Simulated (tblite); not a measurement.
Species: C4H5BF2O.
Bonds: C1–C2, C2–C3 (triple), C3–B4, B4–F5, B4–O6, O6–C7, C7–F8. Hydrogens: H9, H10, H11 on C1; H12, H13 on C7.

Computed with GFN2-xTB (tblite), gas phase: L-BFGS steps from a force-field or distance-geometry start until the largest atomic force falls under 0.01 eV/Å.

Geometry at step 4:
```
atom  x, y, z in Å
C1      3.3013    0.3060   -0.0379
C2      1.8842    0.0102   -0.0232
C3      0.7072   -0.2510    0.0117
B4     -0.7851   -0.4255   -0.1212
F5     -1.2840   -1.3122   -0.9950
O6     -1.6985    0.4209    0.4400
C7     -3.0065    0.1599    0.0956
F8     -3.3510   -1.0128    0.6963
H9      3.4982    1.3712    0.1055
H10     3.8060   -0.2185    0.7710
H11     3.7451    0.0040   -0.9867
H12    -3.0830    0.0309   -0.9904
H13    -3.7382    0.9173    0.4327
```

Task: Give the atomic forces at this geometry.

Result: 
| atom | Fx (eV/Å) | Fy (eV/Å) | Fz (eV/Å) |
| --- | --- | --- | --- |
| C1 | 0.021 | 0.063 | 0.011 |
| C2 | 0.356 | 0.111 | 0.070 |
| C3 | 0.001 | 0.157 | 0.070 |
| B4 | -0.181 | 0.216 | -0.273 |
| F5 | 0.392 | -0.160 | 0.044 |
| O6 | 0.239 | 0.136 | -0.043 |
| C7 | -0.247 | 0.030 | 0.073 |
| F8 | -0.480 | -0.164 | -0.027 |
| H9 | -0.245 | -0.035 | -0.046 |
| H10 | -0.052 | -0.152 | 0.022 |
| H11 | -0.070 | -0.062 | 0.012 |
| H12 | -0.287 | -0.141 | -0.090 |
| H13 | 0.553 | 0.001 | 0.179 |

The largest, 0.58 eV/Å, acts on H13; the rms over all components is 0.194 eV/Å. The forces sum to zero within rounding, as they must for an isolated molecule in no field.

Task: Give the force on H13 in Eh/bohr and in nN.

Result: 0.581 eV/Å ÷ 51.422 = 0.01130 Eh/bohr, and 0.581 eV/Å × 1.602 = 0.93 nN.

Task: How far is this geometry from the end of the optimisation?

Result: 0.192 eV above it, and 0.304 Å rms away after alignment. The bonds farthest from their final lengths, with half the difference of the two atoms' forces along the bond (positive lengthens):

| bond | now (Å) | final (Å) | force along bond (eV/Å) |
| --- | --- | --- | --- |
| B4–O6 | 1.366 | 1.349 | -0.12 |
| C7–H13 | 1.106 | 1.098 | -0.26 |
| C1–C2 | 1.448 | 1.441 | -0.17 |
| C7–F8 | 1.362 | 1.367 | +0.09 |
| C3–B4 | 1.508 | 1.512 | +0.10 |
| C1–H9 | 1.093 | 1.089 | -0.08 |

The angle farthest from its final value is B4–O6–C7, 114.5° against 124.2°.

What follows is the cost of the whole relaxation. The run took 0.6 s wall on one thread of an Arm Neoverse N1 (shared host).
